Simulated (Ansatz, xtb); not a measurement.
## A geometry optimisation of BBrF2Ge with r2SCAN-D4/def2-SVP

The starting geometry of this gas-phase singlet has its atoms placed at random.

```xyz
5

B     0.1349   -0.3269   -0.4236
Br    0.0702   -0.4754    1.6391
F    -1.3307    0.2762   -0.0815
F     1.4400   -0.2593    0.3190
Ge   -0.7782    1.6549    0.7256
```

Task: Guess where an optimisation with r2SCAN-D4/def2-SVP ends from this start.

Result: It ends as `[F][Ge][B](F)Br`. Distances that change by over a tenth: B1–F3 (1.62 → 2.81 Å), B1–F4 (1.50 → 1.31 Å). Contacts that open: Br2–F4 (1.91 → 2.84 Å), Br2–Ge5 (2.47 → 3.12 Å). Contacts that close: B1–Ge5 (2.47 → 2.13 Å).

The energy falls by 9.62 eV over 43 steps:

| step | E − E(last) (eV) |
| --- | --- |
| 1 | 9.617 |
| 6 | 1.726 |
| 10 | 1.465 |
| 15 | 1.441 |
| 20 | 1.425 |
| 24 | 0.997 |
| 29 | 0.351 |
| 34 | 0.059 |
| 38 | 0.001 |
| 43 | 0.000 |

Final geometry (Å):

```xyz
5

B     0.3033   -0.4209    0.3221
Br    0.5856   -0.2152    2.2621
F    -0.9657    2.0366   -0.1956
F     1.2555   -0.9719   -0.3875
Ge   -1.6424    0.4410    0.1776
```

From the same start GFN2-xTB ends elsewhere, in pieces: BrFGe + BF.

From so rough a start the end depends on the optimiser's path, so another program may land elsewhere. The end wasn't checked by frequencies. Run with Ansatz 0.2.0, 110 s on 2 threads of Intel(R) Xeon(R) Processor @ 2.70GHz, with other jobs on the host.
